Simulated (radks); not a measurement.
Problem. The mean radii <r> (bohr) of the occupied orbitals of an atom or ion are listed with their occupations. All-electron calculation, Dirac Kohn-Sham, LB94 model potential, spin-unpolarised, spherical densities, finite nucleus; Fermi nuclear charge, rms radius of each element as measured or else 0.836 A^(1/3) + 0.57 fm. Program: a radial shooting solver on a logarithmic mesh with Libxc functionals.

orbital  occ.      <r>
1s1/2       2  0.04398
2s1/2       2   0.1928
2p1/2       2   0.1655
2p3/2       4   0.1692
3s1/2       2   0.4838
3p1/2       1   0.4673

Name the element and its charge. Open shells, if any, fill j = l - 1/2 first.

Solution. Z = 34, selenium, charge +21: Se21+ in [Ne] 3s2 3p1. The 1s radius gives Z: for a bare nucleus <r> = (2 gamma + 1)/(2Z) with gamma = sqrt(1 - (Z/c)^2), 0.0432 bohr for Z = 34, and screening makes it slightly larger (0.04398 here). The occupations add up to 13, and the charge is Z minus that.
